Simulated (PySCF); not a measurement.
Two structures of SiH4BrOF, closed shell, reached by relaxing down either side of one saddle point (PBE0-D4/def2-TZVP). Energies are electronic, without zero-point energy. Computed with PySCF 2.14 with density fitting (its default auxiliary sets; JK sets also for MP2 and CCSD(T)) (basis: def2-TZVPP and def2-QZVPP); correlated methods freeze the cores. Filled d shells of the heavier atoms are correlated. The def2 sets are not built for correlating such inner shells, so the correlated values are less sure here. Extrapolation: Hartree–Fock as exp(−7.88 √X), correlation as X^−2.97. First:

Si1  (-0.416, -0.903, -0.423)
Br2  (1.816, -0.806, -0.102)
H3  (-0.646, -1.732, -1.621)
H4  (-0.940, -1.520, 0.815)
O5  (-0.999, 0.581, -0.715)
H6  (1.290, 1.276, 0.935)
F7  (0.656, 1.920, 1.173)
H8  (-0.768, 1.279, -0.089)
(Å)

Second:

```xyz
8
angstrom
Si -0.8327 0.0709 -0.1988
Br 3.3847 -1.5834 0.0413
H -0.8705 -0.6046 -1.5070
H -1.1269 -0.8119 0.9524
O -1.8611 1.3281 -0.2853
H 2.4487 -0.5092 0.0515
F 0.6694 0.5934 0.0330
H -2.0933 1.8029 0.5137
```

(1) Which bonds change from the first to the second?

(2) Give the saddle point's structure and its height above each. (Judge from chemistry; the value comes from the calculation.)

The T1 diagnostic stays at or below 0.011.

Answers

(1) SiH₃BrO ([OH][SiH2][Br]) + HF → SiH₃OF ([OH][SiH2][F]) + HBr; bonds formed: Si1–F7, Br2–H6; bonds broken: Si1–Br2, H6–F7.

(2) The calculation gives: 1.289 eV above the first and 1.603 eV above the second (CCSD(T) at an estimated basis limit (MP2 extrapolated from triple and quadruple zeta, plus CCSD(T) − MP2 in triple zeta)).
Si1  (-0.392, -0.362, -0.125)
Br2  (2.061, -1.258, -0.333)
H3  (-0.628, -1.161, -1.336)
H4  (-0.571, -1.001, 1.187)
O5  (-1.470, 0.836, -0.413)
H6  (1.674, 0.369, 0.331)
F7  (0.850, 1.003, 0.492)
H8  (-1.525, 1.574, 0.197)
(Å)

Labels in which every atom is bracketed show which atoms are joined, not bond orders.

For scale, one of the runs: CCSD(T)/def2-TZVPP, 208 basis functions, launched by `OMP_NUM_THREADS=4 python run.py`. The run took 14 min on 4 CPU threads of an Arm Neoverse V2 (shared host), with 3.8 GiB of host memory at its peak.
